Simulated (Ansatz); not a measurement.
Reaction (isomerisation): `C#C[SiH2]B(C)F` → `CB1C=C(F)[SiH2]1`

Calculated with Ansatz (gas phase, PBE0-D4/def2-TZVP geometries, no zero-point term in ΔE). CBS: MP2 limit from def2 TZ/QZ plus the TZ coupled-cluster correction, frozen cores. DFT in def2-TZVPP. B3LYP here is the variant with VWN-RPA as its local correlation; programs differ in this. Each species was taken in one conformer, which may not be the lowest.

`C#C[SiH2]B(C)F`:

Cartesian coordinates in Å:
```
C -1.216 2.457 -0.509
C -1.031 1.518 0.226
Si -0.706 0.066 1.288
B 0.565 -1.229 0.343
C 1.157 -0.999 -1.074
F 0.884 -2.332 1.018
H -1.386 3.292 -1.150
H -2.005 -0.595 1.593
H -0.121 0.542 2.571
H 1.697 -0.045 -1.100
H 0.343 -0.876 -1.798
H 1.820 -1.799 -1.410
```

`CB1C=C(F)[SiH2]1`:

Z-matrix (Å, degrees):
```
C
B 1 1.552
H 1 1.094 2 111.6
H 1 1.098 2 108.5 3 -115.1
H 1 1.092 2 114.6 3 124.4
C 2 1.536 1 131.8 3 -133.1
Si 2 2.030 1 139.7 3 49.0
C 6 1.356 2 101.7 1 -178.4
H 6 1.089 2 133.4 1 1.6
H 7 1.491 2 123.0 1 71.8
H 7 1.491 2 122.7 1 -75.5
F 8 1.324 6 124.8 2 179.7
```

```tsv
level	ΔE (kcal/mol)	difference from CCSD(T)/CBS
PBE-D4	17.8	-9.5
r2SCAN-D4	21.6	-5.7
PBE0-D4	17.9	-9.4
B3LYP-D4	25.6	-1.7
ωB97X-V	22.1	-5.2
ωB97M-V	23.7	-3.6
r2SCAN	21.6	-5.7
SCS-MP2/def2-TZVPP	29.9	2.6
HF/CBS(def2)	31.6	4.3
CCSD/CBS(def2)	28.3	1.0
CCSD(T)/CBS	27.3	0
```

Largest T1 diagnostic among the species: 0.013.

In def2-TZVPP, CCSD(T) changes the Hartree–Fock value by −4.4 kcal/mol (the triples alone add −1.0 kcal/mol) and MP2 by −3.1 kcal/mol. The D4 term adds −0.7 kcal/mol with B3LYP and −0.3 kcal/mol with PBE0; it sums over pairs of atoms, weighted by their polarisabilities, and B3LYP, whose exchange is more repulsive, gets the larger term.
